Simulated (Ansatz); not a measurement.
SiH2Me(NEt2) (C5H15NSi). Charge 0, multiplicity 3. Geometry PBE-D4/def2-SVP, that of the neutral singlet.

```xyz
22

Si    0.674   -1.539   -0.568
H    -0.313   -2.678   -0.504
H     1.291   -1.464   -1.944
C     2.062   -1.864    0.678
H     2.607   -2.799    0.426
H     1.660   -1.968    1.707
H     2.797   -1.033    0.680
N    -0.236   -0.065   -0.314
C    -1.399   -0.018    0.565
C    -1.093    0.379    2.015
C     0.267    1.216   -0.803
C    -0.559    1.805   -1.952
H    -1.888   -1.017    0.554
H    -2.155    0.684    0.143
H    -0.412   -0.354    2.494
H    -0.606    1.375    2.072
H    -2.023    0.429    2.620
H     0.329    1.956    0.031
H     1.317    1.082   -1.145
H    -0.561    1.118   -2.822
H    -1.613    1.972   -1.652
H    -0.148    2.783   -2.279
```

At PBE0-D4/def2-TZVP a singlet of charge 0 lies 5.51 eV below the triplet at the same geometry.

(1) Estimate the α-spin orbital energies around the gap (eV) in Ansatz with PBE-D4/def2-TZVP, r2SCAN-D4/def2-TZVP, PBE0-D4/def2-TZVP.

Answers

(1) 
```tsv
orbital	PBE-D4/def2-TZVP	r2SCAN-D4/def2-TZVP	PBE0-D4/def2-TZVP
HOMO−5	-8.84	-9.22	-10.36
HOMO−4	-8.41	-8.77	-9.90
HOMO−3	-8.22	-8.52	-9.65
HOMO−2	-7.72	-7.83	-8.89
HOMO−1	-7.07	-7.42	-8.46
HOMO	-0.56	-0.44	-0.87
LUMO	-0.01	0.36	0.76
LUMO+1	0.06	0.49	0.81
LUMO+2	0.55	0.85	1.30
LUMO+3	0.79	1.27	1.58
LUMO+4	0.97	1.41	1.82
LUMO+5	1.27	1.73	2.14
β HOMO	-7.57	-7.68	-8.73
β LUMO	-5.82	-5.44	-4.77
```
